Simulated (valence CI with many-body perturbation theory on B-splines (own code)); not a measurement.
# Sm LVIII: electric-dipole lines

Calculated by configuration interaction combined with many-body perturbation theory (CI+MBPT): three valence electrons over a frozen Dirac-Fock core [He], a basis of 11 s, 11 p, 9 d, 7 f, 5 g, 2 h, 1 i functions for each j, with the one-electron correlation potential Σ1 (screened to all orders), the two-electron term Σ2, the three-electron term Σ3, Breit, model QED; selected single and double excitations, second order for the rest (own B-spline code, finite nucleus).

The last digits are not significant, and no measured levels were compared; by estimate large intervals hold to a few tenths of a per cent, small ones and those within an open d or f shell to about a per cent.

Lines 201 to 250 of 276 in falling wavelength, among levels below 623.49 Ry, chosen from the strongest by gf and those to the six lowest levels. Wavelengths and rates use the calculated energies. Electric multipoles are in the length gauge, E1 and E2 with the static RPA response of the core. Weak lines are less certain than strong ones. Lines between different terms over intervals too small for the method are left out, as are lines whose strength nearly cancels. The highest levels of a list are the least certain.

Levels are named by their leading jj configuration (3d3/2^4 stands for four electrons in 3d with j = 3/2), which in mixed levels can hold well under half, so a name can repeat and another be missing. Letters in brackets count levels of one name in rising energy.

```
λ vac (Å)                          Upper                       Lower   A (s⁻¹)  log gf  Branch %
    1.695  (2p1/2 2p3/2 3d3/2) J=3/2 [b]       (2p1/2^2 2p3/2) J=3/2  7.69e+14    0.12      85.4
    1.694      (2p1/2 2p3/2 3p1/2) J=5/2      (2s 2p1/2 2p3/2) J=5/2  3.05e+14   -0.10      52.4
    1.693  (2p1/2 2p3/2 3d3/2) J=1/2 [b]       (2p1/2^2 2p3/2) J=3/2  9.07e+14   -0.11      89.0
    1.693     (2s 2p1/2 3p1/2) J=1/2 [b]          (2s^2 2p1/2) J=1/2  1.13e+14   -1.01      97.5
    1.689      (2p1/2 2p3/2 3p1/2) J=1/2  (2s 2p1/2 2p3/2) J=3/2 [a]  4.27e+14   -0.44      84.5
    1.688  (2p1/2 2p3/2 3p1/2) J=3/2 [a]  (2s 2p1/2 2p3/2) J=3/2 [a]  3.08e+14   -0.28      56.5
    1.688     (2s 2p3/2 3d5/2) J=3/2 [a]  (2s 2p1/2 2p3/2) J=3/2 [b]  1.44e+14   -0.61      26.1
    1.688     (2s 2p3/2 3d5/2) J=3/2 [a]      (2s 2p1/2 2p3/2) J=1/2  1.90e+14   -0.49      34.2
    1.687     (2s 2p3/2 3d3/2) J=5/2 [a]      (2s 2p1/2 2p3/2) J=5/2  2.33e+14   -0.22      39.5
    1.687     (2s 2p1/2 3d3/2) J=3/2 [b]          (2s 2p1/2^2) J=1/2  8.47e+14    0.16      85.2
    1.686         (2s 2p3/2 3d3/2) J=7/2      (2s 2p1/2 2p3/2) J=5/2  7.03e+14    0.38      99.8
    1.686     (2s 2p3/2 3d3/2) J=3/2 [a]      (2s 2p1/2 2p3/2) J=5/2  1.87e+14   -0.50      27.9
    1.685         (2s 2p1/2 3d3/2) J=1/2          (2s 2p1/2^2) J=1/2  5.54e+14   -0.33      83.8
    1.685      (2p1/2 2p3/2 3p1/2) J=5/2  (2s 2p1/2 2p3/2) J=3/2 [a]  1.02e+14   -0.58      17.5
    1.685         (2s 2p3/2 3p1/2) J=1/2          (2s^2 2p3/2) J=3/2  1.84e+14   -0.81      97.0
    1.685  (2p1/2 2p3/2 3p1/2) J=3/2 [b]      (2s 2p1/2 2p3/2) J=5/2  9.88e+13   -0.77      31.8
    1.685     (2s 2p3/2 3p1/2) J=3/2 [b]          (2s^2 2p3/2) J=3/2  1.30e+14   -0.66      96.6
    1.683     (2s 2p3/2 3d3/2) J=5/2 [b]  (2s 2p1/2 2p3/2) J=3/2 [b]  6.67e+14    0.23      88.9
    1.683         (2s 2p3/2 3d5/2) J=1/2      (2s 2p1/2 2p3/2) J=1/2  3.78e+14   -0.49      37.3
    1.681     (2s 2p3/2 3d3/2) J=3/2 [b]  (2s 2p1/2 2p3/2) J=3/2 [b]  1.66e+14   -0.55      18.0
    1.681     (2s 2p3/2 3d3/2) J=3/2 [b]      (2s 2p1/2 2p3/2) J=1/2  1.96e+14   -0.48      21.3
    1.680     (2s 2p3/2 3d3/2) J=1/2 [b]      (2s 2p1/2 2p3/2) J=1/2  2.49e+14   -0.68      38.5
    1.679     (2s 2p3/2 3d3/2) J=5/2 [a]  (2s 2p1/2 2p3/2) J=3/2 [a]  2.55e+14   -0.19      43.2
    1.678             (2s^2 3d3/2) J=3/2          (2s^2 2p1/2) J=1/2  6.61e+14    0.05      83.0
    1.678     (2s 2p3/2 3d3/2) J=3/2 [a]  (2s 2p1/2 2p3/2) J=3/2 [a]  3.34e+14   -0.25      49.8
    1.677     (2s 2p3/2 3d3/2) J=1/2 [a]  (2s 2p1/2 2p3/2) J=3/2 [a]  5.27e+14   -0.35      89.4
    1.677  (2p1/2 2p3/2 3p1/2) J=3/2 [b]  (2s 2p1/2 2p3/2) J=3/2 [a]  8.80e+13   -0.83      28.3
    1.675     (2s 2p3/2 3d5/2) J=3/2 [a]      (2s 2p1/2 2p3/2) J=5/2  2.67e+12   -2.35       0.5
    1.674     (2s 2p3/2 3d5/2) J=5/2 [a]      (2s 2p1/2 2p3/2) J=5/2  1.73e+12   -2.36       0.3
    1.674         (2s 2p1/2 3d5/2) J=3/2          (2s 2p1/2^2) J=1/2  9.18e+11   -2.81       0.1
    1.672     (2s 2p3/2 3d5/2) J=7/2 [a]      (2s 2p1/2 2p3/2) J=5/2  1.97e+13   -1.18       1.8
    1.670     (2s 2p3/2 3d3/2) J=5/2 [b]      (2s 2p1/2 2p3/2) J=5/2  1.21e+12   -2.52       0.2
    1.669     (2p1/2 2p3/2 3s) J=3/2 [a]          (2s^2 2p3/2) J=3/2  1.21e+13   -1.70      15.4
    1.668     (2s 2p3/2 3d3/2) J=3/2 [b]      (2s 2p1/2 2p3/2) J=5/2  6.26e+11   -2.98       0.1
    1.667         (2p1/2 2p3/2 3s) J=1/2          (2s^2 2p3/2) J=3/2  2.34e+13   -1.71      16.1
    1.666     (2s 2p3/2 3d5/2) J=5/2 [a]  (2s 2p1/2 2p3/2) J=3/2 [a]  6.34e+11   -2.80       0.1
    1.666         (2p1/2 2p3/2 3s) J=5/2          (2s^2 2p3/2) J=3/2  2.91e+13   -1.14      31.9
    1.664             (2p1/2^2 3s) J=1/2          (2s^2 2p1/2) J=1/2  6.04e+13   -1.30      43.5
    1.664  (2p1/2 2p3/2 3p3/2) J=1/2 [a]      (2s 2p1/2 2p3/2) J=1/2  1.44e+14   -0.92      61.6
    1.664     (2p1/2 2p3/2 3s) J=3/2 [b]          (2s^2 2p3/2) J=3/2  3.19e+13   -1.28      23.7
    1.663  (2p1/2 2p3/2 3p3/2) J=3/2 [a]  (2s 2p1/2 2p3/2) J=3/2 [b]  1.06e+14   -0.76      44.4
    1.663  (2p1/2 2p3/2 3p3/2) J=3/2 [a]      (2s 2p1/2 2p3/2) J=1/2  7.50e+13   -0.91      31.6
    1.662     (2s 2p3/2 3d3/2) J=5/2 [b]  (2s 2p1/2 2p3/2) J=3/2 [a]  5.59e+12   -1.86       0.7
    1.660     (2s 2p3/2 3d5/2) J=7/2 [b]      (2s 2p1/2 2p3/2) J=5/2  1.04e+13   -1.46       3.8
    1.659     (2s 2p1/2 3p3/2) J=3/2 [a]          (2s^2 2p1/2) J=1/2  9.16e+13   -0.82      98.7
    1.659  (2p1/2 2p3/2 3p3/2) J=3/2 [b]      (2s 2p1/2 2p3/2) J=1/2  6.20e+13   -0.99      26.5
    1.658     (2s 2p3/2 3p3/2) J=3/2 [a]          (2s^2 2p3/2) J=3/2  1.36e+14   -0.65      79.9
    1.657  (2p1/2 2p3/2 3p3/2) J=5/2 [b]  (2s 2p1/2 2p3/2) J=3/2 [b]  1.05e+14   -0.59      43.6
    1.655     (2s 2p3/2 3p3/2) J=5/2 [a]          (2s^2 2p3/2) J=3/2  1.47e+14   -0.44      92.6
    1.654     (2s 2p3/2 3p3/2) J=1/2 [a]          (2s^2 2p3/2) J=3/2  3.06e+14   -0.60      93.1
```

Problem. How does gf follow from A for the line at 1.672 Å?

Solution. gf = 1.4992 × (2J+1)_upper × A / σ², with σ = 59794095 cm⁻¹ and 2J+1 = 8: gf = 0.0662.
